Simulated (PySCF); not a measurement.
CH9FOSi3, SMILES C[SiH2][SiH2]O[SiH2]F. Geometry optimised at PBE-D3(BJ)/def2-SVP. This is a generated structure with no PubChem entry under its InChIKey; it may be hypothetical. One conformer was computed; it need not be the lowest.

Task: Give the equilibrium geometry at PBE-D3(BJ)/def2-SVP (PySCF confirms it by a frequency run) as Cartesian coordinates in Å. (An estimate is asked for; the answer gives what the named calculation found.)

Result: This is not unique; one that fits is 
```xyz
15

C      3.2349     1.2559    -0.3210
Si     1.5631     0.4242    -0.6639
Si     0.2677     0.4048     1.3071
O     -1.2031    -0.4050     1.0736
Si    -2.2388    -0.7825    -0.1603
F     -1.3605    -1.0244    -1.5262
H      3.0959     2.3008     0.0222
H      3.8544     1.2764    -1.2402
H      3.7981     0.7071     0.4604
H      0.8133     1.1780    -1.7308
H      1.7645    -0.9926    -1.1316
H      0.9877    -0.2982     2.4272
H     -0.0226     1.8128     1.7665
H     -2.9401    -2.0581     0.1763
H     -3.1805     0.3484    -0.4376
```
Charge 0, spin multiplicity 1.
